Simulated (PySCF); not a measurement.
A geometry optimisation, step by step.

Species: CH₉GeN₃.
Bonds: C1–N2, N2–Ge3, Ge3–N4, Ge3–N5. Hydrogens: H6, H7, H8 on C1; H9 on N2; H10 on Ge3; H11, H12 on N4; H13, H14 on N5.

Method: PBE0-D3(BJ)/def2-SVP geometry optimisation, gas phase in PySCF 2.14.0; density fitting, grid level 1; the optimiser is geomeTRIC in internal coordinates, started from a GFN2-xTB structure with every atom displaced at random (about 0.01 Å). 8 of its 9 geometries are shown. The frame can shift and turn from step to step; on so coarse a grid that alone can change the energy by a few meV, and forces under 0.02 eV/Å are noise.

Step 0: E = -62147.9940 eV, largest atomic force 2.318 eV/Å
```
atom  x, y, z in Å  |  force x, y, z in eV/Å
C1     -1.858   -0.245   -0.171   -0.623   1.233   0.253
N2     -1.072   -0.185    1.023   -0.232   0.350   0.724
Ge3     0.715    0.123    0.956    0.664  -0.040   0.019
N4      1.169    1.421   -0.264   -2.263   0.076   0.499
N5      1.694   -1.297    0.362    0.162   0.651   0.698
H6     -2.784   -0.806   -0.001   -0.138  -0.314  -0.148
H7     -2.169    0.772   -0.527    0.054  -0.387  -0.080
H8     -1.287   -0.689   -0.973    0.258  -0.470  -0.536
H9     -1.562    0.284    1.796    0.313  -0.311  -0.370
H10     1.134    0.349    2.414   -0.040   0.121   0.214
H11     0.743    2.334   -0.084    0.256  -0.310  -0.150
H12     2.126    1.519   -0.453    1.742   0.197  -0.268
H13     1.477   -2.162    0.815   -0.121  -0.650   0.366
H14     1.670   -1.436   -0.619   -0.034  -0.144  -1.221
```

Step 1: E = -62148.0944 eV, largest atomic force 0.650 eV/Å
```
atom  x, y, z in Å  |  force x, y, z in eV/Å
C1     -1.861   -0.178   -0.185    0.222  -0.179  -0.183
N2     -1.042   -0.201    0.997   -0.164   0.040   0.038
Ge3     0.750    0.113    0.989   -0.065  -0.136   0.039
N4      1.084    1.443   -0.217    0.618   0.013  -0.202
N5      1.748   -1.269    0.317    0.051  -0.020  -0.128
H6     -2.712   -0.873   -0.102   -0.051  -0.063   0.011
H7     -2.274    0.815   -0.443    0.003   0.074  -0.043
H8     -1.261   -0.517   -1.052   -0.161   0.118   0.107
H9     -1.553   -0.067    1.859    0.029   0.060   0.105
H10     1.127    0.340    2.471    0.011  -0.048  -0.046
H11     0.688    2.353   -0.013   -0.083   0.067   0.056
H12     2.084    1.560   -0.420   -0.420  -0.012   0.057
H13     1.552   -2.164    0.761    0.038   0.039  -0.043
H14     1.667   -1.385   -0.695   -0.028   0.048   0.233
```

Step 2: E = -62148.1055 eV, largest atomic force 0.126 eV/Å
```
atom  x, y, z in Å  |  force x, y, z in eV/Å
C1     -1.872   -0.181   -0.187    0.001  -0.035   0.023
N2     -1.051   -0.195    0.997   -0.017   0.029  -0.031
Ge3     0.747    0.105    0.983   -0.078  -0.019  -0.010
N4      1.100    1.442   -0.219    0.125  -0.004  -0.020
N5      1.761   -1.267    0.319    0.025   0.018  -0.004
H6     -2.729   -0.872   -0.093    0.004   0.000   0.000
H7     -2.279    0.815   -0.454   -0.002   0.000  -0.002
H8     -1.288   -0.524   -1.056    0.004   0.020   0.018
H9     -1.552   -0.044    1.864    0.026   0.041  -0.011
H10     1.124    0.321    2.465    0.006  -0.021   0.014
H11     0.695    2.350   -0.006   -0.034  -0.025   0.013
H12     2.091    1.565   -0.416   -0.063   0.003   0.010
H13     1.576   -2.165    0.758    0.023  -0.006  -0.002
H14     1.676   -1.379   -0.688   -0.019   0.000   0.002
```

Step 3: E = -62148.1081 eV, largest atomic force 0.060 eV/Å
```
atom  x, y, z in Å  |  force x, y, z in eV/Å
C1     -1.879   -0.181   -0.186   -0.035   0.002   0.037
N2     -1.055   -0.185    0.995    0.017   0.013  -0.021
Ge3     0.746    0.099    0.980   -0.014  -0.006   0.010
N4      1.106    1.438   -0.217   -0.038  -0.005   0.021
N5      1.767   -1.268    0.316   -0.011   0.019   0.012
H6     -2.738   -0.868   -0.084    0.010   0.005  -0.006
H7     -2.282    0.814   -0.464   -0.006  -0.010   0.010
H8     -1.296   -0.532   -1.052    0.025  -0.009  -0.022
H9     -1.549   -0.015    1.863    0.003   0.031  -0.009
H10     1.120    0.308    2.464    0.000  -0.015   0.009
H11     0.692    2.340   -0.002   -0.015  -0.019  -0.012
H12     2.095    1.568   -0.409    0.057   0.016  -0.004
H13     1.594   -2.169    0.753    0.017  -0.009   0.010
H14     1.677   -1.377   -0.690   -0.010  -0.012  -0.038
```

Step 5: E = -62148.1115 eV, largest atomic force 0.062 eV/Å
```
atom  x, y, z in Å  |  force x, y, z in eV/Å
C1     -1.887   -0.179   -0.182    0.000   0.011  -0.007
N2     -1.057   -0.154    0.993    0.007  -0.011   0.023
Ge3     0.749    0.088    0.977    0.056   0.011   0.001
N4      1.128    1.431   -0.210   -0.049  -0.010   0.028
N5      1.762   -1.278    0.299   -0.052  -0.007  -0.034
H6     -2.744   -0.866   -0.062    0.001  -0.005  -0.004
H7     -2.294    0.808   -0.479   -0.005  -0.003   0.008
H8     -1.306   -0.547   -1.042    0.003  -0.006  -0.008
H9     -1.539    0.064    1.856   -0.017   0.004  -0.007
H10     1.122    0.272    2.465    0.003  -0.004  -0.005
H11     0.680    2.321   -0.007    0.004   0.004  -0.023
H12     2.117    1.585   -0.378    0.037   0.013   0.008
H13     1.620   -2.181    0.743    0.002   0.010   0.017
H14     1.649   -1.392   -0.706    0.008  -0.009   0.002
```

Step 6: E = -62148.1129 eV, largest atomic force 0.058 eV/Å
```
atom  x, y, z in Å  |  force x, y, z in eV/Å
C1     -1.887   -0.179   -0.178    0.021  -0.002  -0.024
N2     -1.055   -0.136    0.994   -0.006  -0.009   0.036
Ge3     0.754    0.085    0.975    0.036   0.010  -0.010
N4      1.143    1.431   -0.204    0.003   0.000   0.012
N5      1.745   -1.288    0.284   -0.040  -0.017  -0.038
H6     -2.739   -0.871   -0.051   -0.003  -0.006  -0.001
H7     -2.302    0.803   -0.484   -0.002   0.003   0.001
H8     -1.304   -0.551   -1.036   -0.008   0.003   0.004
H9     -1.535    0.107    1.853   -0.013  -0.004  -0.003
H10     1.132    0.253    2.463    0.008   0.001  -0.008
H11     0.678    2.315   -0.017    0.003   0.008  -0.011
H12     2.134    1.598   -0.355   -0.006   0.003   0.009
H13     1.618   -2.188    0.739   -0.004   0.012   0.012
H14     1.617   -1.409   -0.718    0.011  -0.003   0.020
```

Step 7: E = -62148.1136 eV, largest atomic force 0.032 eV/Å
```
atom  x, y, z in Å  |  force x, y, z in eV/Å
C1     -1.884   -0.178   -0.175    0.022  -0.010  -0.020
N2     -1.052   -0.122    0.998   -0.010  -0.001   0.029
Ge3     0.758    0.086    0.973    0.002   0.003  -0.014
N4      1.155    1.434   -0.200    0.031   0.007  -0.002
N5      1.725   -1.298    0.272   -0.015  -0.013  -0.021
H6     -2.730   -0.876   -0.046   -0.004  -0.003   0.001
H7     -2.306    0.799   -0.485    0.000   0.004  -0.003
H8     -1.297   -0.551   -1.030   -0.009   0.007   0.007
H9     -1.533    0.132    1.852   -0.005  -0.005   0.000
H10     1.146    0.242    2.460    0.009   0.003  -0.005
H11     0.682    2.315   -0.024    0.000   0.004   0.002
H12     2.147    1.607   -0.339   -0.024  -0.005   0.005
H13     1.604   -2.193    0.737   -0.005   0.006   0.003
H14     1.585   -1.425   -0.728    0.008   0.001   0.018
```

Step 8: E = -62148.1139 eV, largest atomic force 0.024 eV/Å
```
atom  x, y, z in Å  |  force x, y, z in eV/Å
C1     -1.880   -0.177   -0.173    0.009  -0.008  -0.008
N2     -1.051   -0.116    1.002   -0.005   0.005   0.014
Ge3     0.760    0.087    0.972   -0.012  -0.003  -0.008
N4      1.161    1.436   -0.199    0.022   0.006  -0.007
N5      1.711   -1.305    0.265    0.003  -0.004  -0.002
H6     -2.724   -0.879   -0.045   -0.001   0.001   0.001
H7     -2.306    0.797   -0.486    0.001   0.003  -0.002
H8     -1.290   -0.549   -1.026   -0.004   0.004   0.004
H9     -1.534    0.141    1.854    0.000  -0.001  -0.001
H10     1.157    0.239    2.456    0.006   0.002  -0.002
H11     0.688    2.318   -0.024   -0.001   0.000   0.006
H12     2.153    1.609   -0.335   -0.015  -0.005   0.001
H13     1.587   -2.196    0.736   -0.005   0.000  -0.002
H14     1.566   -1.435   -0.732    0.002   0.001   0.005
```

Question: Summarise the path.

Answer: The energy falls by 0.1199 eV from step 0 to step 8; nine tenths of that is first reached at step 2. It falls at every step. The largest force goes from 2.318 to 0.024 eV/Å. Among the bonds N4–H12 changes most, from 0.981 to 1.017 Å; the atoms move by 0.083 Å rms after alignment.

Question: Follow the three bonds and two angles with the largest change from start to end.

Answer: 
```tsv
step	E above end (eV)	largest force (eV/Å)	N4–H12 (Å)	N5–H14 (Å)	C1–H8 (Å)	N2–Ge3–N4 (°)	H6–C1–H8 (°)
0	0.1199	2.318	0.981	0.992	1.080	112.8	110.6
1	0.0194	0.650	1.027	1.022	1.108	108.0	106.5
2	0.0084	0.126	1.018	1.017	1.102	108.3	106.5
3	0.0057	0.060	1.015	1.017	1.101	108.3	106.6
4	0.0039	0.085	1.015	1.017	1.101	108.1	106.6
5	0.0023	0.062	1.016	1.017	1.101	108.0	106.6
6	0.0010	0.058	1.016	1.018	1.102	107.9	106.6
7	0.0003	0.032	1.017	1.017	1.102	107.9	106.5
8	0.0000	0.024	1.017	1.017	1.102	108.1	106.5
```

The cost below is that of the whole optimisation. Time: 1.7 min of wall time; peak memory 0.57 GiB. Hardware: Intel Xeon Platinum 8259CL at 2.50 GHz, one thread, no GPU, shared host with 96 logical CPUs at a one-minute load of 57.
